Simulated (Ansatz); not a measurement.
A run on FH₆N₃Sn, SMILES `[NH2][Sn]([NH2])([NH2])[F]` with other settings.

```yaml
crystal:
  periodic: [false, false, false]
  atoms:
    - {symbol: N, position_ang: [-1.880558, 0.741356, -0.431526]}
    - {symbol: Sn, position_ang: [0.027866, 0.587216, 0.033479]}
    - {symbol: N, position_ang: [0.096006, -0.842184, 1.549727]}
    - {symbol: N, position_ang: [0.968657, -0.817482, -1.685290]}
    - {symbol: F, position_ang: [0.882522, 1.947333, 0.273868]}
    - {symbol: H, position_ang: [-1.771587, 1.686395, -0.767106]}
    - {symbol: H, position_ang: [-2.443535, 0.470152, 0.281262]}
    - {symbol: H, position_ang: [0.746856, -1.925903, 1.921536]}
    - {symbol: H, position_ang: [0.282155, -0.219995, 2.346859]}
    - {symbol: H, position_ang: [2.231662, -0.254201, -1.454963]}
    - {symbol: H, position_ang: [0.686580, -0.669397, -2.352403]}
basis:
  gaussian: {orbitals: def2-TZVPP}
hamiltonian: {xc: {name: HSE06}}
output: {forces: true}
```

```sh
$ ansatz run in.yaml --threads 4 --pin off --events-out ev --progress --plain --max-ram 10444MiB
```

Shortened log:

```
Functional definition: HSE06
1436 factors; their error is unknown
123 factors; integrals over basis functions are off by at most 4.0e-7 eV
mean field evaluation 1: about -13076.6309 eV, gradient 1.2e2 eV
mean field evaluation 2: about -12972.7142 eV, gradient 2.0e2 eV
mean field evaluation 4: about -13102.1049 eV, gradient 2.6e1 eV
mean field evaluation 8: about -13103.1659 eV, gradient 2.9e-1 eV
mean field evaluation 16: about -13103.2493 eV, gradient 1.1e-3 eV
mean field -13103.24930248 eV, -481.5355301647 hartree, gradient 1.7e-5 eV, S^2 0.000000; 0 other end points of the search recorded, 0 dependent functions left out
reference -13103.24935697 eV, -481.5355321672 hartree; 29, 29 occupied and 229, 229 virtual orbitals, 1436 factors
Total energy: -13103.24935697 eV, -481.5355321672 hartree
Atom 0 at    -1.880558     0.741356    -0.431526 Å, force     3.025181     0.875734    -3.080757 eV/Å
Atom 1 at     0.027866     0.587216     0.033479 Å, force    -5.522868   -17.908288    -4.021410 eV/Å
Atom 2 at     0.096006    -0.842184     1.549727 Å, force     2.107030    -2.544842     2.119573 eV/Å
Atom 3 at     0.968657    -0.817482    -1.685290 Å, force    15.641047    -3.187216    32.966129 eV/Å
Atom 4 at     0.882522     1.947333     0.273868 Å, force     7.965151    13.028463     2.389265 eV/Å
Atom 5 at    -1.771587     1.686395    -0.767106 Å, force    -1.980234     0.457753     0.269206 eV/Å
Atom 6 at    -2.443535     0.470152     0.281262 Å, force    -2.431887    -0.063610     2.486761 eV/Å
Atom 7 at     0.746856    -1.925903     1.921536 Å, force    -2.374466     4.817490    -2.313092 eV/Å
Atom 8 at     0.282155    -0.219995     2.346859 Å, force    -0.083612    -0.626689     0.234408 eV/Å
Atom 9 at     2.231662    -0.254201    -1.454963 Å, force    -4.958483    -2.188699    -1.760082 eV/Å
Atom 10 at     0.686580    -0.669397    -2.352403 Å, force   -11.386859     7.339904   -29.290002 eV/Å
Dipole moment:    -0.079820     0.576416     0.351048 e Å
```

Hardware: 4 threads of an Arm Neoverse V2 on a shared host. Wall time 4.1 s, peak host memory 0.77 GiB.
